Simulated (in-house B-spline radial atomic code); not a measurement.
Spin-orbit splittings of orbital energies (j = l + 1/2 less j = l - 1/2) and ratios of mean radii (lower j over upper j) along the 8-electron series, configuration [He] 2s2 2p4. Computed with a radial B-spline atomic code at the basis-set limit: Dirac-Hartree-Fock, average of the configuration, finite nuclei.

```
  ion   Z  splitting of 2p (eV)  radius ratio of 2p
Br27+  35                52.297             0.97843
Kr28+  36                59.188             0.97713
Rb29+  37                66.752             0.97579
Sr30+  38                75.035              0.9744
Zr32+  40                93.948             0.97151
Nb33+  41                104.68                0.97
Mo34+  42                     ?                   ?
Tc35+  43                128.95             0.96686
Ru36+  44                142.61             0.96522
Rh37+  45                     ?                   ?
Pd38+  46                173.26             0.96181
Ag39+  47                190.38             0.96004
Cd40+  48                208.79             0.95823
In41+  49                228.56             0.95637
Sn42+  50                249.75             0.95446
Sb43+  51                272.45              0.9525
Te44+  52                296.73              0.9505
 I45+  53                     ?                   ?
Xe46+  54                350.37             0.94636
```

Problem. Fill in the row of Mo34+.

Solution. splitting of 2p (eV): 116.33; radius ratio of 2p: 0.96845.

Problem. Fill in the row of Rh37+.

Solution. splitting of 2p (eV): 157.36; radius ratio of 2p: 0.96354.

Problem. Fill in the row of I45+.

Solution. splitting of 2p (eV): 322.68; radius ratio of 2p: 0.94846.

Problem. With what power of Z does the column «splitting of 2p (eV)» change over this range?

Solution. A fit of the logarithm of its size against log Z from Z = 35 to 54 has slope 4.38. An unscreened hydrogenic electron would give 4 at low Z; screening makes the apparent power larger near the neutral end, and relativity raises it again at high Z.
